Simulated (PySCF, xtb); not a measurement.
CuF, SMILES [F][Cu], multiplicity 1.

Harmonic wavenumbers (cm⁻¹) from xtb with GFN2-xTB at its own minimum, in rising order: 506.

What does PBE0-D3(BJ)/def2-TZVPD (PySCF) give at its own minimum? (Estimate from the structure and the level; the computed values follow.)

593. Paired by order, the mean absolute difference is 87 cm⁻¹ and the zero-point energies are 0.7 and 0.8 kcal/mol.
